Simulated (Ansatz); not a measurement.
cis-OsH2(PH3)4 (P4OsH14) was relaxed with PBE-D4 (def2-SVP) in Ansatz in these states: neutral singlet, neutral triplet. The geometries follow in no particular order.

In the def2 sets Os takes a core potential; there is no spin–orbit coupling.

A:

```xyz
19

Os    0.4648   -0.0111   -0.1093
H     1.9244   -0.3671    0.6381
P    -1.4020    0.5449   -1.4059
H    -1.5142    1.8481   -2.0131
H    -2.7607    0.5272   -0.9098
H    -1.7058   -0.1878   -2.6104
H     1.4508    0.2875   -1.4340
P    -0.6481   -0.4969    1.8907
H    -0.3449    0.2327    3.0972
H    -0.5387   -1.8017    2.4954
H    -2.0825   -0.4091    2.0557
P     1.0025    2.1598    0.4536
H     0.8398    2.6566    1.7968
H     0.3843    3.2865   -0.1989
H     2.3561    2.5944    0.2820
P     0.5967   -2.1972   -0.8318
H     0.2794   -3.3030    0.0366
H     1.8647   -2.6952   -1.2732
H    -0.1665   -2.6686   -1.9599
```

B:

```xyz
19

Os    0.116    0.350   -0.393
H    -0.240   -0.169   -1.930
P     0.938    0.876    1.772
H     1.184   -0.165    2.738
H     0.241    1.748    2.687
H     2.211    1.529    1.940
H     1.352   -0.495   -1.091
P    -1.988   -0.578   -0.160
H    -2.129   -2.011   -0.075
H    -2.992   -0.378   -1.169
H    -2.847   -0.288    0.964
P     0.849   -2.561    0.589
H     0.803   -3.106   -0.738
H     0.980   -3.889    1.197
H     2.272   -2.367    0.574
P    -0.144    2.388   -1.446
H    -1.091    2.546   -2.518
H     0.974    2.946   -2.164
H    -0.488    3.621   -0.777
```

**Question.** Judge from the bond lengths which geometry belongs to which state (an estimate).

**Answer.** A is the neutral singlet (Os1–P12 2.306 Å, Os1–P3 2.340 Å, Os1–P8 2.340 Å); B is the neutral triplet (Os1–P12 3.159 Å, Os1–P3 2.375 Å, Os1–P8 2.311 Å).

The name describes the singlet; other states may take another shape.
